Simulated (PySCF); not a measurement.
C6H6, SMILES C=C1C=CC=C1. Geometry: PBE0-D3(BJ)/def2-SVP.

Question: Give the equilibrium geometry at PBE0-D3(BJ)/def2-SVP (PySCF confirms it by a frequency run) as bond lengths and angles, and its point group. (Estimate from the structure and the level; the computed values follow.)

Answer: point group C2v.
Atoms: C1 C2 C3 C4 C5 C6 H7 H8 H9 H10 H11 H12. Bonds (Å): C1–C2 1.345, C1–H7 1.093, C1–H8 1.093, C2–C3 1.470, C2–C6 1.470, C3–C4 1.354, C3–H9 1.090, C4–C5 1.470, C4–H10 1.091, C5–C6 1.354, C5–H11 1.091, C6–H12 1.090. Bond angles (°): C2–C1–H7 121.3, C2–C1–H8 121.3, H7–C1–H8 117.5, C1–C2–C3 126.8, C1–C2–C6 126.8, C3–C2–C6 106.4, C2–C3–C4 107.7, C2–C3–H9 124.6, C4–C3–H9 127.6, C3–C4–C5 109.1, C3–C4–H10 126.3, C5–C4–H10 124.6, C4–C5–C6 109.1, C4–C5–H11 124.6, C6–C5–H11 126.3, C2–C6–C5 107.7, C2–C6–H12 124.6, C5–C6–H12 127.6.
